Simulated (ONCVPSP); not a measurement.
# Building the ONCV potential for silver (Ag) (LDA (Perdew-Wang 92), scalar-relativistic).

Input for ONCVPSP 4.0.1:

```
# ATOM AND REFERENCE CONFIGURATION
# atsym  z   nc   nv     iexc    psfile
  Ag 47.00    6    4  -001012      upf
#
#   n    l    f
    1    0    2.00
    2    0    2.00
    2    1    6.00
    3    0    2.00
    3    1    6.00
    3    2   10.00
    4    0    2.00
    4    1    6.00
    4    2   10.00
    5    0    1.00
#
# PSEUDOPOTENTIAL AND OPTIMIZATION
# lmax
    2
#
#   l,   rc,      ep,       ncon, nbas, qcut
    0    1.20    0.00    4    8    8.70
    1    1.15    0.00    3    7    5.90
    2    1.50    0.00    4    9    9.30
#
# LOCAL POTENTIAL
# lloc, lpopt,  rc(5),   dvloc0
    4    4    0.70    0.00
#
# VANDERBILT-KLEINMAN-BYLANDER PROJECTORs
# l, nproj, debl
    0    2    1.50
    1    2    2.30
    2    2    1.20
#
# MODEL CORE CHARGE
# icmod, fcfact, rcfact
    0    0.00    0.00
#
# LOG DERIVATIVE ANALYSIS
# epsh1, epsh2, depsh
   -5.00    5.00    0.04
#
# OUTPUT GRID
# rlmax, drl
    6.00    0.01
#
# TEST CONFIGURATIONS
# ncnf
    4
# nvcnf
#   n    l    f
    4
    4    0    2.00
    4    1    6.00
    4    2   10.00
    5    0    0.00
#
    4
    4    0    2.00
    4    1    6.00
    4    2    9.00
    5    0    0.00
#
    4
    4    0    2.00
    4    1    6.00
    4    2    8.00
    5    0    0.00
#
    4
    4    0    2.00
    4    1    5.00
    4    2   10.00
    5    0    1.00
#
```

Command:

```bash
oncvpsp.x < Ag.dat > Ag.out
```

Output (shortened: citation, most of the input echo, consistency checks and plot data are left out):

```
ONCVPSP  (Optimized Norm-Conservinng Vanderbilt PSeudopotential)
scalar-relativistic version 4.0.1

#   n    l    f        energy (Ha)
    1    0    2.00    -9.2972048E+02
    2    0    2.00    -1.3692179E+02
    2    1    6.00    -1.2289623E+02
    3    0    2.00    -2.5083856E+01
    3    1    6.00    -2.0477039E+01
    3    2   10.00    -1.3188980E+01
    4    0    2.00    -3.4940370E+00
    4    1    6.00    -2.1560039E+00
    4    2   10.00    -2.8158025E-01
    5    0    1.00    -1.7319693E-01

Reference configufation results
  iterations    31
  all-electron total energy (Ha)   -5.31113439D+03

Begin loop to  construct optimized pseudo wave functions
and semi-local pseudopoentials for all angular momenta

Calculating optimized projector #   1

 for l=   0

    Fraction of norm inside rc  0.833322
    Optimizing pswf for qcut=   8.71 a_B^-1,  ecut=  37.94 Ha
    Residual kinetic energy error=  1.74D-04 Ha

    Energy error per electron        Cutoff
         Ha          eV             Ha
         0.01000     0.27211       27.11
         0.00100     0.02721       33.24
         0.00010     0.00272       49.45
         0.00001     0.00027      121.53

Calculating optimized projector #   2

 for l=   0

    Fraction of norm inside rc  0.030543
    Optimizing pswf for qcut=   8.71 a_B^-1,  ecut=  37.94 Ha
    Residual kinetic energy error=  3.86D-05 Ha

    Energy error per electron        Cutoff
         Ha          eV             Ha
         0.01000     0.27211       20.46
         0.00100     0.02721       29.21
         0.00010     0.00272       35.41
         0.00001     0.00027       54.13

   Wellstate for l =  1  n =  5
     eigenvalue =   0.1440
     asymptotic potential =   0.6440
     half-point radius =  4.5446

Calculating optimized projector #   1

 for l=   1

    Fraction of norm inside rc  0.701841
    Optimizing pswf for qcut=   5.89 a_B^-1,  ecut=  17.32 Ha
    Residual kinetic energy error=  2.01D-03 Ha

    Energy error per electron        Cutoff
         Ha          eV             Ha
         0.01000     0.27211       13.99
         0.00100     0.02721       38.00
         0.00010     0.00272      130.60

Calculating optimized projector #   2

 for l=   1

    Fraction of norm inside rc  0.038963
    Optimizing pswf for qcut=   5.89 a_B^-1,  ecut=  17.32 Ha
    Residual kinetic energy error=  3.61D-04 Ha

    Energy error per electron        Cutoff
         Ha          eV             Ha
         0.01000     0.27211       11.06
         0.00100     0.02721       15.18
         0.00010     0.00272       31.51
         0.00001     0.00027       95.96

   Wellstate for l =  2  n =  5
     eigenvalue =   0.9184
     asymptotic potential =   1.4184
     half-point radius =  3.4018

Calculating optimized projector #   1

 for l=   2

    Fraction of norm inside rc  0.641559
    Optimizing pswf for qcut=   9.30 a_B^-1,  ecut=  43.24 Ha
    Residual kinetic energy error=  3.02D-06 Ha

    Energy error per electron        Cutoff
         Ha          eV             Ha
         0.01000     0.27211       24.81
         0.00100     0.02721       31.40
         0.00010     0.00272       36.61
         0.00001     0.00027       41.01

Calculating optimized projector #   2

 for l=   2

    Fraction of norm inside rc  0.128932
    Optimizing pswf for qcut=   9.30 a_B^-1,  ecut=  43.24 Ha
    Residual kinetic energy error=  2.26D-06 Ha

    Energy error per electron        Cutoff
         Ha          eV             Ha
         0.01000     0.27211       22.69
         0.00100     0.02721       30.02
         0.00010     0.00272       36.00
         0.00001     0.00027       40.59

Construct Vanderbilt / Kleinmman-Bylander projectors

B matrix Hermiticity error, ll=   0
   1   2    4.1537E-04

  Orthonormal projector coefficients  2.4524E+01  3.1645E+00

B matrix Hermiticity error, ll=   1
   1   2    2.7789E-04

  Orthonormal projector coefficients  1.5991E+01  2.8823E+00

B matrix Hermiticity error, ll=   2
   1   2    1.5406E-04

  Orthonormal projector coefficients  1.0285E+01  1.8605E+00

Pseudoatom total energy -146.693017

Diagnostic tests using Vanderbilt-Kleinman-Bylander pseudopotentials
  1 or more projectors used as specified by nproj input data

   l    rcore       rmatch      e in        delta e   norm test  slope test

   0   1.2021112   1.2386099  -3.4940370  -0.0000184   1.0002124   1.0002250
   0   1.2021112   1.2386099  -0.1731969   0.0000081   1.0000901   1.0000849

   1   1.1528128   1.1878147  -2.1560039   0.0001391   1.0002042   1.0003318
   1   1.1528128   1.1878147   0.1439961   0.0000751   1.0005019   1.0005019

   2   1.5089259   1.5547402  -0.2815802   0.0000052   1.0001074   1.0001336
   2   1.5089259   1.5547402   0.9184197   0.0000215   1.0002810   1.0002810

 Testing for bound ghosts
   n   l    E NL Schr. Eq   E Basis Diag.   E Cutoff

   1   0       -3.494055       -3.494033    182.12
   2   0       -0.173189        0.088118    182.12

   2   1       -2.155865       -2.155598    167.39

   3   2       -0.281575       -0.277529    194.63

 Testing for highly-localized positive-energy ghosts
       l    <radius>/rc     E Basis Diag.   E Cutoff

       0        0.512350        5.580519    182.12  WARNING - GHOST(+)

Test configuration 0

   n   l     f        eae           eps        diff
   1   0  2.0000 -929.72048469
   2   0  2.0000 -136.92179388
   2   1  6.0000 -122.89622508
   3   0  2.0000  -25.08385601
   3   1  6.0000  -20.47703880
   3   2 10.0000  -13.18897965
   4   0  2.0000   -3.49403696   -3.49405540   -1.84D-05
   4   1  6.0000   -2.15600385   -2.15586477    1.39D-04
   4   2 10.0000   -0.28158025   -0.28157504    5.21D-06
   5   0  1.0000   -0.17319693   -0.17318881    8.12D-06

    Total energies and differences
      AE_ref= -5.31113439D+03  AE_tst= -5.31113439D+03  dif=  0.00D+00
      PS_ref= -1.46693017D+02  PS_tst= -1.46693017D+02  dif=  0.00D+00
      PSP excitation error=  0.00D+00

Test configuration 1

   n   l     f        eae           eps        diff
   1   0  2.0000 -930.02389455
   2   0  2.0000 -137.22101923
   2   1  6.0000 -123.19570695
   3   0  2.0000  -25.38463452
   3   1  6.0000  -20.77780404
   3   2 10.0000  -13.48933879
   4   0  2.0000   -3.79864241   -3.79884232   -2.00D-04
   4   1  6.0000   -2.46169618   -2.46165393    4.22D-05
   4   2 10.0000   -0.58504281   -0.58505076   -7.95D-06

    Total energies and differences
      AE_ref= -5.31113439D+03  AE_tst= -5.31083690D+03  dif=  2.97D-01
      PS_ref= -1.46693017D+02  PS_tst= -1.46395482D+02  dif=  2.98D-01
      PSP excitation error= -3.84D-05

Test configuration 2

   n   l     f        eae           eps        diff
   1   0  2.0000 -930.55971273
   2   0  2.0000 -137.76097525
   2   1  6.0000 -123.73533188
   3   0  2.0000  -25.92215944
   3   1  6.0000  -21.31532701
   3   2 10.0000  -14.02739680
   4   0  2.0000   -4.32362678   -4.32360957    1.72D-05
   4   1  6.0000   -2.98062757   -2.98050220    1.25D-04
   4   2  9.0000   -1.07127425   -1.07124768    2.66D-05

    Total energies and differences
      AE_ref= -5.31113439D+03  AE_tst= -5.31001426D+03  dif=  1.12D+00
      PS_ref= -1.46693017D+02  PS_tst= -1.45572766D+02  dif=  1.12D+00
      PSP excitation error= -1.14D-04

Test configuration 3

   n   l     f        eae           eps        diff
   1   0  2.0000 -931.17464640
   2   0  2.0000 -138.38174577
   2   1  6.0000 -124.35573284
   3   0  2.0000  -26.53663179
   3   1  6.0000  -21.92980367
   3   2 10.0000  -14.64295862
   4   0  2.0000   -4.91381341   -4.91329712    5.16D-04
   4   1  6.0000   -3.56207985   -3.56170643    3.73D-04
   4   2  8.0000   -1.61597516   -1.61563912    3.36D-04

    Total energies and differences
      AE_ref= -5.31113439D+03  AE_tst= -5.30867517D+03  dif=  2.46D+00
      PS_ref= -1.46693017D+02  PS_tst= -1.44233668D+02  dif=  2.46D+00
      PSP excitation error= -1.26D-04

Test configuration 4

   n   l     f        eae           eps        diff
   1   0  2.0000 -930.33835326
   2   0  2.0000 -137.49605366
   2   1  6.0000 -123.47511647
   3   0  2.0000  -25.65159885
   3   1  6.0000  -21.04496727
   3   2 10.0000  -13.75505219
   4   0  2.0000   -4.01487528   -4.01721796   -2.34D-03
   4   1  5.0000   -2.66608655   -2.66794447   -1.86D-03
   4   2 10.0000   -0.74704694   -0.74694866    9.83D-05
   5   0  1.0000   -0.48730781   -0.48740999   -1.02D-04

    Total energies and differences
      AE_ref= -5.31113439D+03  AE_tst= -5.30873272D+03  dif=  2.40D+00
      PS_ref= -1.46693017D+02  PS_tst= -1.44289077D+02  dif=  2.40D+00
      PSP excitation error= -2.27D-03
```

The run took about 4 s on one core of a shared server CPU.
